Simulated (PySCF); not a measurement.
# Working out the ionisation energy of O²⁺

O²⁺ [He] 2s2 2p2 (3P) → O³⁺ [He] 2s2 2p1 (2P). Computed with PySCF 2.14 in aug-cc-pVTZ-DK (5s4p3d2f, 46 functions), with scalar relativity by spin-free X2C-1e. Frozen: 1s2. Energies in hartree (1 hartree = 27.21139 eV):

```
            part  O²⁺ (lower)  O³⁺ (upper)
             UHF   -73.153309   -71.147620
CCSD correlation    -0.096795    -0.090566
             (T)    -0.001320    -0.000947
```

What does Hartree-Fock give?

(-71.147620) − (-73.153309) = 2.005689 hartree = 54.578 eV.

What do CCSD and CCSD(T) give?

The CCSD correlation energies differ by 0.006229 hartree = 0.169 eV and the triples by 0.000373 hartree = 0.010 eV, so CCSD gives 54.747 eV and CCSD(T) 54.757 eV.

A first-order spin-orbit estimate adds -0.005 eV to CCSD(T) (valence), giving 54.752 eV against 54.936 eV (semi-empirical (NIST evaluation); NIST Atomic Spectra Database, ionization energies).

What remains against the reference includes basis incompleteness, the frozen core and higher excitations.
